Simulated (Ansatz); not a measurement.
Al4H7⁻. The state is a singlet with charge -1. Geometry relaxed at PBE0-D4/def2-SVPD.

```xyz
11

Al    0.2105   -0.0101   -0.4600
Al   -2.3304   -0.1981    3.8674
Al   -0.8879   -0.3697    1.7269
Al    1.7678   -0.1207   -2.5883
H    -1.4377   -0.2193   -0.0777
H     2.9549    0.9304   -2.2515
H    -0.8971    0.6500    3.1979
H     0.7842    0.3587   -3.7871
H     0.2005    0.9126    1.0001
H     2.2523   -1.6609   -2.7105
H    -2.6172   -0.2729    2.0827
```

The structure comes from a short search, and lower isomers may exist.

Q: Estimate the harmonic wavenumbers at RKS PBE0-D4/def2-SVPD (Ansatz, unscaled). Is this a minimum?

A: 45i, 38, 43, 79, 126, 184, 216, 263, 347, 387, 395, 671, 681, 695, 750, 752, 946, 1102, 1139, 1214, 1253, 1438, 1478, 1568, 1777, 1787, 1808 cm⁻¹. No: 1 imaginary mode, a saddle point. Zero-point energy 126.4 kJ/mol. It took 3.5 min on 4 threads of Arm Neoverse N1 on a shared host.
